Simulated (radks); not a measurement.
Charge is removed step by step from the 5s1/2 level of the neodymium ion Nd2+, starting from [Xe] 4f4. Method: Dirac Kohn-Sham, PBEsol, spin-unpolarised, spherical densities, point nucleus; open shells fill j = l - 1/2 first; computed with a radial shooting solver on a logarithmic mesh with Libxc functionals.

\begin{tabular}{lrrr}
removed (e) & E - E(0) (eV) & eigenvalue (eV) & E minus straight line (eV) \\ \hline
0 & 0.000 & -53.338 & 0.000 \\
0.1 & 5.397 & -54.612 & -0.588 \\
0.2 & 10.923 & -55.896 & -1.048 \\
0.3 & 16.577 & -57.192 & -1.378 \\
0.4 & 22.361 & -58.498 & -1.579 \\
0.5 & 28.277 & -59.813 & -1.649 \\
0.6 & 34.324 & -61.138 & -1.587 \\
0.7 & 40.505 & -62.471 & -1.391 \\
0.8 & 46.819 & -63.813 & -1.062 \\
0.9 & 53.267 & -65.162 & -0.599 \\
1 & 59.852 & -66.520 & 0.000 \\
\end{tabular}

Removing the whole electron costs 59.852 eV by Delta-SCF, against 53.338 eV from minus the eigenvalue at the starting occupation. Slater's transition state (half an electron removed) gives 59.813 eV. Integrating minus the eigenvalue over the occupation (Janak's theorem) gives 59.852 eV. The mean slope of the eigenvalue, de/dn, is 13.2 eV per electron.
